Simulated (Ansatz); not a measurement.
Stepwise reaction of `[O]=[Mo]([F])([F])([Cl])[Cl]` with water, as a gas-phase model of exchange steps in deposition or etching. ΔE in kJ/mol.

Gas-phase electronic energies from Ansatz, PBE0-D4/def2-TZVP geometries. CBS: MP2 limit from def2 TZ/QZ plus the TZ coupled-cluster correction, frozen cores. This one scheme is used for every species. DFT in def2-TZVPP. B3LYP here is the variant with VWN-RPA as its local correlation; programs differ in this. def2 core potentials past Kr. For Mo outer-core shells are correlated without core-valence functions, which leaves a few kJ/mol of doubt a bond. One conformer a species, not always the lowest.

```
step                                                                     reaction  PBE-D4  B3LYP-D4  ωB97M-V  CCSD(T)/CBS
   2  `[O]=[Mo]([OH])([F])([F])[Cl]` + H₂O → `[O]=[Mo]([OH])([OH])([F])[F]` + HCl    16.5      13.3     11.5         18.6
```

Problem. Give the row of step 1, `[O]=[Mo]([F])([F])([Cl])[Cl]` + H₂O → `[O]=[Mo]([OH])([F])([F])[Cl]` + HCl. (Estimate.)

Solution. Ansatz gave: 
```json
{"step": "1", "reaction": "`[O]=[Mo]([F])([F])([Cl])[Cl]` + H₂O → `[O]=[Mo]([OH])([F])([F])[Cl]` + HCl", "PBE-D4": "9.4", "B3LYP-D4": "5.3", "ωB97M-V": "1.4", "CCSD(T)/CBS": "10.5"}
```

Problem. By hand: ΔE of the 2 steps together at CCSD(T)/CBS.

Solution. (10.5) + (18.6) = 29.1 kJ/mol, or 14.6 kJ/mol a step.

In ΔE each step is higher than the one before. All are uphill at CCSD(T)/CBS. PBE-D4 differs from CCSD(T)/CBS by -2.1 to -1.1 kJ/mol a step. Isolated molecules leave out the surface, adducts and barriers. Largest T1 diagnostic: 0.024.
